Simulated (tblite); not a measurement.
C7H5O (doublet state).
SMILES with atom numbers: `[O:1][c:2]1[cH:3][cH:4][c:5]2[c:6]([cH:7]1)[CH2:8]2` (hydrogens: H9 on C3; H10 on C4; H11 on C7; H12, H13 on C8)

Cartesian coordinates in Å at the GFN2-xTB level; atoms count from 1:
```xyz
13
C7H5O angstrom
O     -2.6947   -1.0588    0.4390
C     -1.5728   -0.5806    0.2538
C     -1.3890    0.8716    0.1682
C     -0.1723    1.5021   -0.0370
C      0.8722    0.6250   -0.1559
C      0.7486   -0.7649   -0.0816
C     -0.3855   -1.4434    0.1130
C      2.0996   -0.1892   -0.3029
H     -2.2937    1.4509    0.2790
H     -0.0838    2.5778   -0.0937
H     -0.5063   -2.5133    0.1740
H      2.5556   -0.2746   -1.2833
H      2.8178   -0.2019    0.5098
```

Computed geometry: GFN2-xTB, gas phase. This method treats the open shell by occupation alone, without spin polarisation.

Take the most abundant isotopes and a rigid rotor. 

(1) Give the principal moments of inertia and the rotational constants in GHz.

(2) What kind of rotor is it?

(3) Is it planar, by Δ = Ic − Ia − Ib?

(4) Give the other two planar moments, Paa and Pbb, and the rms extents of the mass along the axes.

Answers

(1) Ia = 103.17, Ib = 260.43, Ic = 360.29 u·Å²; 505379 MHz·u·Å²/I gives 4898, 1941 and 1403 MHz, that is A = 4.8983, B = 1.9405, C = 1.4027 GHz.

(2) An asymmetric top: κ = (2 × 1941 − 4898 − 1403)/(4898 − 1403) = -0.69.

(3) Not planar: Δ = Ic − Ia − Ib = -3.31 u·Å². For a rigid frame Δ = −2 Σ m c², so Σ m c² = 1.66 u·Å² lies off the ab plane, practically all of it from hydrogen. The atom farthest from that plane is 0.91 Å away.

(4) Paa = Σ m a² = (Ib + Ic − Ia)/2 = 258.77 and Pbb = Σ m b² = (Ia + Ic − Ib)/2 = 101.52 u·Å². With the mass M = 105.03 u, the rms extents √(P/M) along a, b and c are 1.57, 0.98, 0.13 Å.

For this open shell read J as N, the rotation without spin; fine and hyperfine splittings come on top. Its GFN2-xTB frequencies are all real (lowest 140 cm⁻¹). These are rigid-rotor constants of the computed structure; measured ground-state constants (B0) also hold zero-point vibration.

Time: under 0.1 s wall. Hardware: one thread, Arm Neoverse V2 (aarch64), on a shared host. That covers the optimisation of the geometry.
